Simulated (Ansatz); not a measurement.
Reaction (substitution at a C–C bond): `CC[Si](N)(O)Br` + `[OH][Sn][F]` → `C[O][Sn][F]` + `C[Si](N)(O)Br`

Program: Ansatz. Geometries: PBE0-D4/def2-TZVP. ΔE: electronic, gas phase. CBS: MP2 limit from def2 TZ/QZ plus the TZ coupled-cluster correction, frozen cores. Elements past krypton have def2 core potentials. For Br, Sn outer-core shells are correlated without core-valence functions, which leaves a few kJ/mol of doubt a bond. Scalar relativity is left out up to krypton. Each species was taken in one conformer, which may not be the lowest.

`CC[Si](N)(O)Br`:

Cartesian coordinates in Å:
```
C 0.650 -1.698 0.344
C -0.582 -0.835 0.610
Si -0.371 0.926 0.066
N -0.022 1.217 -1.577
O 0.827 1.529 1.005
Br -2.305 2.004 0.400
H 0.494 -2.727 0.675
H 0.890 -1.734 -0.723
H 1.527 -1.311 0.867
H -1.459 -1.242 0.097
H -0.825 -0.829 1.678
H 0.820 0.874 -2.009
H -0.752 1.399 -2.243
H 1.109 2.425 0.809
```

`[OH][Sn][F]`:

Z-matrix (Å, degrees):
```
O
Sn 1 1.969
H 1 0.961 2 116.2
F 2 1.934 1 93.3 3 180.0
```

`C[O][Sn][F]`:

```xyz
7

C     0.555    0.361   -0.547
O     0.040    0.758    0.702
Sn   -1.238   -0.190    1.843
F    -1.471   -1.730    0.667
H     0.172   -0.612   -0.869
H     0.295    1.107   -1.305
H     1.647    0.306   -0.491
```

`C[Si](N)(O)Br`:

Cartesian coordinates in Å:
```
C -0.250 -1.443 -0.337
Si 0.263 0.263 0.156
N -1.024 1.344 -0.059
O 1.523 0.874 -0.691
Br 1.002 0.120 2.291
H -1.113 -1.774 0.245
H 0.562 -2.152 -0.165
H -0.515 -1.460 -1.396
H -0.871 2.336 0.027
H -1.961 1.087 0.207
H 2.385 0.804 -0.278
```

```csv
level,ΔE (kJ/mol)
CCSD(T)/def2-TZVPP,34.1
SCS-MP2/def2-QZVPP,35.2
```

Q: What does CCSD(T)/CBS give? (An estimate is asked.)

A: Ansatz gave: +35.7 kJ/mol. The listed levels differ from it by -1.6, -0.5 kJ/mol.

Largest T1 diagnostic among the species: 0.018.

In def2-TZVPP, CCSD(T) changes the Hartree–Fock value by +11.0 kJ/mol (the triples alone add +0.4 kJ/mol) and MP2 by +15.3 kJ/mol. From PBE to PBE0 (25 % exact exchange), in def2-TZVPP and without D4, ΔE moves by +3.1 kJ/mol.
